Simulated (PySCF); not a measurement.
## ¹⁷O chemical shifts

Calculated, not measured (PySCF 2.14.0 with density-fitted response routines): structure optimised with GFN2-xTB, shieldings: GIAO PBE0/pcSseg-1. Relativity neglected, no solvent model, one computed conformer, averaged over atoms made equivalent by symmetry, fast rotation or ring inversion.

Shieldings were converted by a linear fit to measured shifts: ¹⁷O (scatter 10.7 ppm rms, 12.2 ppm with the 3 outliers that the fit left out vs liquid water, solution or neat liquid). A few per cent of atoms miss by over 2 rms, more outside the fitted compound classes.

Problem. Give the ¹⁷O shifts of `C=NC(=O)CCCC`, `C#C/C=C/C#CC(=O)OC`, `CC(=O)c1cnncn1`, `Cc1nncc(C=O)n1`.

Solution. 
| compound | environment | δ (ppm) |
| --- | --- | --- |
| C=NC(=O)CCCC | amide-type carbonyl oxygen | 400.8 |
| [CH:1]#[C:2]/[CH:3]=[CH:4]/[C:5]#[C:6][C:7](=[O:8])[O:9][CH3:10] | O8: ester carbonyl oxygen | 383.9 |
| [CH:1]#[C:2]/[CH:3]=[CH:4]/[C:5]#[C:6][C:7](=[O:8])[O:9][CH3:10] | O9: ester alkoxy oxygen | 145.0 |
| CC(=O)c1cnncn1 | ketone oxygen | 608.1 |
| Cc1nncc(C=O)n1 | aldehyde oxygen | 642.7 |

Problem. Order these by ¹⁷O shift, lowest first.
A. CC(=O)/C=C/N(C)C
B. C=NC(=O)CCCC
C. Cc1cc(C=O)nnn1

Solution. B (400.8 ppm, amide-type carbonyl oxygen), A (461.1 ppm, ketone oxygen), C (618.8 ppm, aldehyde oxygen).
